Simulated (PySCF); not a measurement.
CHO₂, SMILES O=C=[OH+], charge +1.

Geometry: PBE0-D3(BJ)/def2-TZVP. The isomer is the one that the SMILES or the coordinates give; other isomers of the formula were not compared.

Two levels are set side by side: PBE/def2-TZVPD (PySCF) and PBE0/def2-TZVPD (PySCF). Same geometry, gas phase. Differences are taken from unrounded values.

```
quantity                        PBE
---------------------------  ------
orbital gap (eV)               8.16
highest occupied level (eV)  -17.88
lowest empty level (eV)       -9.72
mean polarisability (bohr³)    15.3
```

Q: These are the PBE values. What does PBE0 give? (An estimate is asked for; the answer gives what the named calculation found.)

A: 
```csv
quantity,PBE0,PBE minus PBE0
orbital gap (eV),11.12,-2.97
highest occupied level (eV),-19.60,1.72
lowest empty level (eV),-8.48,-1.25
mean polarisability (bohr³),14.8,0.5
```

PBE's occupied levels lie high since its potential decays too fast outside the molecule; exact exchange lowers them and widens the gap. PBE's more diffuse valence density responds more strongly to a field. Differences between two approximate levels are no errors against the true value.

Rough cost on one machine, each run with all the roots and properties that it gave: PBE0 against PBE within a factor of 2.
